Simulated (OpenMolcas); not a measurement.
Pt2+ (d8) on a cation site of an ionic host was computed by SS-CASPT2, IPEA 0.25 Eh, imaginary shift 0.1 Eh with the d shell active (OpenMolcas, ANO-RCC-VTZP on the metal). Its lowest spin-free states, and all those of the highest spin:

| 2S+1 | Degeneracy | E (cm-1) |
| --- | --- | --- |
| 3 | 3 | 0 |
| 1 | 3 | 8180 |
| 3 | 3 | 8300 |
| 1 | 2 | 8930 |
| 3 | 3 | 15590 |
| 1 | 1 | 17710 |
| 1 | 3 | 18160 |
| 3 | 1 | 18340 |
| 1 | 3 | 20430 |
| 1 | 2 | 28520 |
| 1 | 1 | 43410 |

Is the site octahedral, tetrahedral or cube-like, axial, or of lower symmetry?

The states with 2S+1 = 3 have orbital degeneracies 3, 3, 3, 1. Threefold states need a cubic site. For d8 at this spin an octahedron puts the single A2 below the threefold T2 and a tetrahedron or cube puts the threefold T1 below the threefold T2, so the site is a tetrahedron or a cube, which this pattern cannot tell apart. The run had Pt2+ with its 8 nearest fluoride ions at 2.334 Å, on the Sr site of SrF2 (a = 5.796 Å, distance in the model lattice 2.510 Å). The rest of the host is ab initio model potentials to 7.6 Å and point charges beyond; the distance is set by hand and nothing relaxes. Ligand basis ANO-RCC-VDZP.

Roots that are degenerate in the reference are averaged as groups; the widest CASPT2 spread within a group is 450 cm-1 (the 3-fold group of multiplicity 3 near 8300 cm-1 above the lowest state of its run). Shifts and gaps below about the spread of the groups concerned are not significant. Over all roots computed the reference weight is 0.67 to 0.68; a low but even weight reflects the number of correlated electrons. Real 4d8 and 5d8 ions are as a rule square planar and diamagnetic. Ligand-to-metal charge-transfer states are missing. With no ligand orbital active B as a rule stays too high, so bands that hang on it stand too high and its fall with covalency is understated. With one d shell and no ligand orbital active, 10Dq can be off by a tenth or more. Free-ion shares, where given, are those of the reference states; single-state CASPT2 does not remix them. No measured value stands beside these numbers; the geometry was set by hand and not optimised.
